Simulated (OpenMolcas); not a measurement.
## Levels of Hg by method

```
Program             : OpenMolcas 26.06
Basis               : ANO-RCC-VDZ [7s6p4d1f]
Scalar Hamiltonian  : DKH4, point nucleus
Active space        : 2 electrons in 4 orbitals (6s 6p)
State averaging     : 2S+1 = 3 even, 3 roots (0 in the spin-orbit step); 2S+1 = 1 even, 1 root; 2S+1 = 3 odd, 3 roots; 2S+1 = 1 odd, 3 roots
Spin-orbit coupling : state interaction with AMFI integrals over the reference wave functions, term energies averaged over their components
```

Methods on the same reference wave functions:
A. CASSCF
B. SS-CASPT2, IPEA 0.25 Eh, imaginary shift 0.1 Eh (closed shells correlated: 5d)

Energies in cm⁻¹ above 6s² ¹S₀, the measured ground level; measured values from NIST Handbook of Basic Atomic Spectroscopic Data.

| Level | A | B | Measured |
| --- | --- | --- | --- |
| 6s² ¹S₀ | 0.0 | 0.0 | 0.0 |
| 6s 6p ³P°₀ | 32011 | 33658 | 37645 |
| 6s 6p ³P°₁ | 33631 | 35269 | 39412 |
| 6s 6p ³P°₂ | 37257 | 38904 | 44043 |
| 6s 6p ¹P°₁ | 55903 | 56045 | 54069 |

Deviations, from unrounded energies. A percentage is the sum of absolute deviations over the sum of measured energies, with the sign that they share, or ± where signs differ.

| Against measurement | Levels | A | B |
| --- | --- | --- | --- |
| mean absolute deviation (cm-1) | 4 | 5000 | 3800 |
| other configurations (%) | 4 | ±11.4 | ±8.7 |

B lies closest to measurement on these levels. The largest miss of B in the table is 6s 6p ³P°₂, by -5100 cm-1. The ranking rests on the paired levels alone, and a cruder setting can come out closer through cancelling errors.

The lowest spin-free term lies below A's lowest term by 0.093 hartree in B.

Some high roots are left out of the spin-orbit mixing, which shifts the levels that they would mix with. Spin-orbit splittings of 6p shells tend to come out small when the coupling is added on scalar orbitals. Measured partners are found by configuration, term and J. A level has none where our copy of the source lacks it or the pairing is in doubt (some pairs that miss far off the trend of their configuration count as doubtful), and it then counts in no deviation. Only configurations of the active space appear.

° marks odd parity.
